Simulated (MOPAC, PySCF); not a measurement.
H3Al, SMILES `[AlH3]`, neutral singlet in the gas phase. 

Cartesian coordinates (Å):
```xyz
4

Al     0.0000    -0.0001    -0.0004
H      1.5795    -0.1031    -0.0001
H     -0.8790    -1.3164     0.0000
H     -0.7005     1.4193     0.0004
```
Charge 0, multiplicity 1.

All levels are single points at this geometry (TPSSh-D3(BJ)/def2-TZVP); Pople sets use spherical d functions. Orbital energies aren't observables, and empty levels follow the basis.

BP86/6-31G* in PySCF gives HOMO (eV) = -7.40.

Task: Estimate the HOMO (eV) from each of these levels: PBE-D3(BJ)/def2-TZVP in PySCF; TPSSh-D3(BJ)/def2-TZVP in PySCF; B3LYP/6-31G* in PySCF; M06-2X/6-31G* in PySCF; PBE/6-31G* in PySCF; HF/3-21G in PySCF; HF/6-31G* in PySCF; HF/STO-3G in PySCF; AM1 in MOPAC; PM3 in MOPAC; PM6 in MOPAC; PM7 in MOPAC.

Result: 
```
level                            HOMO (eV)
-------------------------------  ---------
PBE-D3(BJ)/def2-TZVP in PySCF        -7.30
TPSSh-D3(BJ)/def2-TZVP in PySCF      -8.05
B3LYP/6-31G* in PySCF                -8.36
M06-2X/6-31G* in PySCF               -9.69
PBE/6-31G* in PySCF                  -7.28
HF/3-21G in PySCF                   -11.64
HF/6-31G* in PySCF                  -11.71
HF/STO-3G in PySCF                   -9.16
AM1 in MOPAC                        -11.03
PM3 in MOPAC                        -11.45
PM6 in MOPAC                        -11.66
PM7 in MOPAC                        -12.11
```
